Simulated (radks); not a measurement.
The numbers below are computed, except where a source is named.
Task: Ionisation of Ru, [Kr] 4d7 5s1, to Ru+, [Kr] 4d7, under several functionals. Dirac Kohn-Sham, spin-unpolarised, spherical densities, finite nucleus; open shells fill j = l - 1/2 first; a radial shooting solver on a logarithmic mesh with Libxc functionals. The NIST Atomic Spectra Database gives 7.361 eV (measured). Rank these functionals by the error of their Delta-SCF ionisation energy: exchange-only LDA; PW91; revPBE; BLYP; exchange-only B88; LDA (Slater exchange, Perdew-Zunger correlation); RPBE.

Result: From best to worst: BLYP 7.354 eV (-0.006); PW91 7.342 eV (-0.019); RPBE 7.155 eV (-0.206); revPBE 7.155 eV (-0.206); LDA (Slater exchange, Perdew-Zunger correlation) 7.601 eV (+0.241); exchange-only B88 6.707 eV (-0.654); exchange-only LDA 6.658 eV (-0.703). Spin polarisation and multiplet splitting are left out, so open shells lie too high by an amount that depends on their filling.

Beside tabulated values, note that spin-unpolarised runs miss the spin-polarisation part of the exchange energy of open shells.
